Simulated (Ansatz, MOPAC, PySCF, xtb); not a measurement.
Complex: stibine (SMILES [SbH3]) (first 4 atoms) with C2H4 (SMILES C=C); geometry from B3LYP-D3(BJ)/def2-TZVP, rigid monomers moved along the line of their centres of mass till Sb1···C6 is 3.27 Å.
(charge 0, multiplicity 1):
```xyz
10

Sb     0.6126    -0.1406     0.6466
H      1.1955     0.4873    -0.8452
H      1.9767     0.4665     1.4844
H     -0.2803     1.2875     0.9520
C     -0.0395     0.5431     3.9014
C     -0.1930    -0.7654     3.7564
H      0.9255     0.9824     4.1227
H     -0.8715     1.2289     3.7980
H     -1.1570    -1.2052     3.5315
H      0.6396    -1.4511     3.8575
```

Monomers are frozen at their geometry in the pair; levels with a basis set take the counterpoise correction.

Correlated levels freeze the cores. Filled d and f shells under p-block atoms count as core. CBS(a, b) extrapolates the correlation energy as X⁻³ and adds the Hartree–Fock energy of set b. The state reached by PM6 isn't checked.

Run with Ansatz (a program for electronic structure) with Gaussian orbitals; MOPAC for PM6 (differences of heats of formation); PySCF for the dispersion terms; xtb for the GFN methods. Each number belongs to the level named beside it. In def2 rows elements past Kr take small-core potentials, without spin–orbit coupling.

```json
[
 {"level": "PM6", "interaction energy (kcal/mol)": "4.43"},
 {"level": "GFN2-xTB", "interaction energy (kcal/mol)": "-1.64"},
 {"level": "B3LYP/def2-TZVPPD", "interaction energy (kcal/mol)": "2.28"},
 {"level": "PBE0-D3(BJ)/def2-TZVPPD", "interaction energy (kcal/mol)": "-1.50"},
 {"level": "wB97M-V/def2-TZVPPD", "interaction energy (kcal/mol)": "-1.00"},
 {"level": "SCS-MP2/def2-TZVPPD", "interaction energy (kcal/mol)": "0.35"},
 {"level": "CCSD(T)/def2-SVPD", "interaction energy (kcal/mol)": "0.89"},
 {"level": "CCSD(T)/def2-TZVPPD", "interaction energy (kcal/mol)": "[?]"},
 {"level": "CCSD(T)/CBS(def2-SVPD, def2-TZVPPD)", "interaction energy (kcal/mol)": "[?]"}
]
```

Some entries are withheld; supply them.


- CCSD(T)/def2-TZVPPD, interaction energy (kcal/mol): 0.04
- CCSD(T)/CBS(def2-SVPD, def2-TZVPPD), interaction energy (kcal/mol): -0.25
